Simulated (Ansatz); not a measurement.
Ansatz (a first-principles code) input (CCSD(T)/def2-SVPD):

Ansatz 0.2 input:
```yaml
crystal:
  periodic: [false, false, false]
  atoms:
    - {symbol: Zn, position_ang: [-0.00000000, -0.00000000, -0.05266854]}
    - {symbol: H, position_ang: [0.00000000, 0.00000000, 1.58005619]}
basis:
  gaussian:
    orbitals: def2-SVPD
magnetization: {spin_polarized: true, initial_magnetization: 1}
correlation: {method: ccsd_t, electrons: outside_noble_gas}
output: {forces: true}
```

Output:

```
Functional definition: HF
integrals: 0.02 GiB planned
396 factors; integrals over basis functions are off by at most 1.7e-3 eV
mean field: 0.10 GiB planned
mean field evaluation 1: about -48383.8889 eV, gradient 5.4e0 eV
mean field evaluation 2: about -48383.9009 eV, gradient 5.4e0 eV
mean field evaluation 4: about -48384.3762 eV, gradient 1.6e0 eV
mean field evaluation 8: about -48384.4267 eV, gradient 3.1e-1 eV
mean field evaluation 16: about -48384.4320 eV, gradient 2.4e-6 eV
mean field evaluation 32: about -48381.5851 eV, gradient 7.1e-1 eV
mean field evaluation 64: about -48381.6591 eV, gradient 3.4e-4 eV
mean field -48384.43199129 eV, -1778.0950795341 hartree, gradient 2.4e-6 eV, S^2 0.765122; 1 other end points of the search recorded, 0 dependent functions left out
determinant -48384.43199129 eV, -1778.0950795341 hartree, with singles and doubles -48392.21524292 eV, -1778.3811087557 hartree
determinant -48381.65912945 eV, -1777.9931787408 hartree, with singles and doubles -48389.32572386 eV, -1778.2749208889 hartree
9 core orbitals not correlated
reference -48384.43199129 eV, -1778.0950795341 hartree; 7, 6 occupied and 26, 27 virtual orbitals, 396 factors
densities: 0.10 GiB planned
second order -8.10100756 eV of doubles, -0.00000000 eV of singles
coupled cluster: 0.09 GiB planned
cycle   1  -7.78439885 eV  change   -1.1e-3 eV  update   1.2e-3
cycle   2  -7.78411746 eV  change    2.8e-4 eV  update   8.3e-4
cycle   3  -7.78439966 eV  change   -2.8e-4 eV  update   4.2e-4
cycle   4  -7.78457139 eV  change   -1.7e-4 eV  update   1.4e-4
cycle   5  -7.78471628 eV  change   -1.4e-4 eV  update   3.5e-5
cycle   6  -7.78472666 eV  change   -1.0e-5 eV  update   1.1e-5
cycle   7  -7.78473698 eV  change   -1.0e-5 eV  update   3.4e-6
cycle   8  -7.78473467 eV  change    2.3e-6 eV  update   1.2e-6
perturbative correction -0.21778791 eV, -0.0080035580 hartree
the calculation of the forces begins
Total energy: -48392.43451387 eV, -1778.3891668146 hartree
Atom 0 at    -0.000000    -0.000000    -0.052669 Å, force    -0.000000     0.000000     0.242491 eV/Å
Atom 1 at     0.000000     0.000000     1.580056 Å, force     0.000000    -0.000000    -0.242491 eV/Å
Dipole moment:     0.000000    -0.000000    -0.159179 e Å
```

The spin state was set by rule; other spins were not relaxed.
